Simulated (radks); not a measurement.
Values are calculated unless marked as measured or tabulated.
C I, configuration [He] 2s2 2p(up 1, down 1) (spins set by hand, not the high-spin state). Code: a radial shooting solver on a logarithmic mesh with Libxc functionals. Model: scalar-relativistic Kohn-Sham, r2SCAN, spin-polarised, spherical densities, finite nucleus; meta-GGA in the generalised Kohn-Sham scheme; Fermi nuclear charge, rms radius 2.4702 fm.

Radial electron density D(r) = 4 pi r^2 rho(r):

```
   r/bohr * D(r) (the largest magnitude, 6.24, reaches the edge; | marks zero)
  0.01155 | *
  0.01282 | *
  0.01434 | *
  0.01591 |  *
  0.01765 |   *
  0.01959 |   *
  0.02191 |    *
  0.02431 |     *
  0.02697 |       *
  0.03017 |        *
  0.03347 |          *
  0.03714 |            *
  0.04155 |              *
   0.0461 |                *
  0.05115 |                   *
  0.05676 |                      *
  0.06348 |                          *
  0.07044 |                             *
  0.07816 |                                 *
  0.08743 |                                     *
  0.09701 |                                         *
   0.1076 |                                             *
   0.1204 |                                                *
   0.1336 |                                                   *
   0.1482 |                                                     *
   0.1645 |                                                      *
    0.184 |                                                      *
   0.2041 |                                                     *
   0.2265 |                                                  *
   0.2534 |                                              *
   0.2811 |                                          *
   0.3119 |                                    *
   0.3489 |                              *
   0.3871 |                         *
   0.4296 |                    *
   0.4767 |                *
   0.5331 |              *
   0.5916 |            *
   0.6564 |            *
   0.7342 |             *
   0.8147 |               *
    0.904 |                 *
    1.011 |                   *
    1.122 |                    *
    1.245 |                    *
    1.381 |                   *
    1.545 |                 *
    1.714 |               *
    1.902 |             *
    2.128 |          *
    2.361 |       *
     2.62 |     *
     2.93 |   *
    3.251 |  *
    3.608 | *
    4.003 |*
    4.477 |*
    4.968 *
    5.513 *
    6.166 *
    6.842 *
```

D(r) has 2 maxima, at r = 0.173, 1.22 bohr, and minima at 0.621 bohr, inside which lie 2.13 electrons.
